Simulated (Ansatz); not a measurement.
Reactions of CH4BrClGe, SMILES `Cl[CH]([GeH3])Br`.

Program: Ansatz. Geometries: PBE0-D4/def2-TZVP. ΔE: electronic, gas phase. CBS: MP2 limit from def2 TZ/QZ plus the TZ coupled-cluster correction, frozen cores. This one scheme is used for every species. Double bonds are as drawn, so ΔE can hold a change between cis and trans. For Br, Ge outer-core shells are correlated without core-valence functions, which leaves a few kJ/mol of doubt a bond. Scalar relativity is left out up to krypton. Each species was taken in one conformer, which may not be the lowest.

```json
{"reaction": "`Cl[CH]([GeH3])Br` + `[SiH3][SiH2]S` → `[SiH3][SiH2][S][GeH3]` + `ClCBr`", "CCSD(T)/CBS(def2) (kcal/mol)": "?"}
{"reaction": "`Cl[CH]([GeH3])Br` + `BN/C=N/C=C` → `BN/C=[N]/[GeH3]` + `C=CC(Cl)Br`", "CCSD(T)/CBS(def2) (kcal/mol)": "-8.8"}
{"reaction": "`Cl[CH]([GeH3])Br` + HBr → `ClC(Br)Br` + GeH₄", "CCSD(T)/CBS(def2) (kcal/mol)": "14.8"}
{"reaction": "`Cl[CH]([GeH3])Br` + CH₄ → `C[CH]([GeH3])Br` + HCl", "CCSD(T)/CBS(def2) (kcal/mol)": "?"}
{"reaction": "`Cl[CH]([GeH3])Br` + `O[SiH2]O` → `O[SiH2][O][GeH3]` + `ClCBr`", "CCSD(T)/CBS(def2) (kcal/mol)": "-11.9"}
{"reaction": "`Cl[CH]([GeH3])Br` + `O[SiH3]` → `[SiH3][O][GeH3]` + `ClCBr`", "CCSD(T)/CBS(def2) (kcal/mol)": "?"}
{"reaction": "`Cl[CH]([GeH3])Br` + `CC#CS` → `CC#C[S][GeH3]` + `ClCBr`", "CCSD(T)/CBS(def2) (kcal/mol)": "-15.4"}
{"reaction": "`Cl[CH]([GeH3])Br` + `O=C(O)O` → `O=[C](O)[GeH3]` + `OC(Cl)Br`", "CCSD(T)/CBS(def2) (kcal/mol)": "16.1"}
{"reaction": "`Cl[CH]([GeH3])Br` + `C=CN[SiH2]Cl` → `C=C[N]([GeH3])[SiH2]Cl` + `ClCBr`", "CCSD(T)/CBS(def2) (kcal/mol)": "-6.6"}
{"reaction": "`Cl[CH]([GeH3])Br` + `BC(C)C=N` → `B[CH]([GeH3])C=N` + `CC(Cl)Br`", "CCSD(T)/CBS(def2) (kcal/mol)": "-12.7"}
```

Task: Fill in the missing values. (Best estimate.)

Result: Ansatz gave: `Cl[CH]([GeH3])Br` + `[SiH3][SiH2]S` → `[SiH3][SiH2][S][GeH3]` + `ClCBr`: -16.1 kcal/mol; `Cl[CH]([GeH3])Br` + CH₄ → `C[CH]([GeH3])Br` + HCl: -8.3 kcal/mol; `Cl[CH]([GeH3])Br` + `O[SiH3]` → `[SiH3][O][GeH3]` + `ClCBr`: -11.9 kcal/mol.

Largest T1 diagnostic: 0.015, for `O=[C](O)[GeH3]`.
